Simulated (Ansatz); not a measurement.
`[CH3][SnH]([OH])[CH]=O` + H₂ → `O=[CH][SnH2][OH]` + CH₄  (hydrogenolysis of the Sn–C bond)

Isolated molecules relaxed with PBE0-D4/def2-TZVP in Ansatz; ΔE leaves out vibrations. CCSD(T)/CBS is the MP2 limit (def2-TZVPP, def2-QZVPP) plus CCSD(T) − MP2 in def2-TZVPP, frozen cores. This one scheme is used for every species. Functionals use def2-TZVPP. B3LYP here is the variant with VWN-RPA as its local correlation; programs differ in this. def2 core potentials past Kr. For Sn outer-core shells are correlated without core-valence functions, which leaves a few kJ/mol of doubt a bond. Each species was taken in one conformer, which may not be the lowest.

`[CH3][SnH]([OH])[CH]=O`:

```xyz
11

C     1.151   -1.304   -0.425
Sn    0.209    0.543    0.049
O     0.202    0.645    2.023
C    -1.921    0.521   -0.539
O    -2.261    0.227   -1.651
H     0.862   -1.622   -1.426
H     2.234   -1.195   -0.375
H     0.830   -2.052    0.300
H     1.008    1.936   -0.554
H     0.371    1.525    2.365
H    -2.686    0.776    0.233
```

H₂:

Z-matrix (Å, degrees):
```
H
H 1 0.746
```

`O=[CH][SnH2][OH]`:

```xyz
8

O     0.361    0.780   -1.851
C     0.345   -0.315   -1.360
Sn   -0.147   -0.438    0.791
O    -0.396    1.471    1.165
H     0.573   -1.208   -1.984
H     1.132   -1.016    1.763
H    -1.613   -1.249    1.120
H    -0.255    1.975    0.357
```

CH₄:

Cartesian coordinates in Å:
```
C 0.000 0.000 0.000
H 0.286 -0.845 0.626
H -0.321 0.828 0.632
H -0.819 -0.295 -0.656
H 0.854 0.311 -0.601
```

```tsv
level	ΔE (kJ/mol)	difference from CCSD(T)/CBS
r2SCAN-D4	-37.3	-8.0
PBE0-D4	-38.0	-8.7
B3LYP-D4	-37.7	-8.4
r2SCAN0-D4	-39.6	-10.3
ωB97M-V	-37.2	-7.9
r2SCAN	-38.6	-9.3
LC-ωPBE	-42.4	-13.1
CCSD(T)/def2-SVP	-50.4	-21.1
CCSD/def2-TZVPP	-38.2	-8.9
HF/def2-QZVPP	-55.3	-26.0
CCSD(T)/CBS	-29.3	0
```

Largest T1 diagnostic among the species: 0.016.

At CCSD(T), def2-SVP lies −21.1 kJ/mol from the extrapolated value and def2-TZVPP −5.0 kJ/mol. The D4 term adds +6.7 kJ/mol with B3LYP and +3.9 kJ/mol with PBE0; it sums over pairs of atoms, weighted by their polarisabilities, and B3LYP, whose exchange is more repulsive, gets the larger term.

CCSD(T)/CBS has its own doubt, a few kJ/mol and more with outer-core shells, so smaller differences from it don't rank the levels.
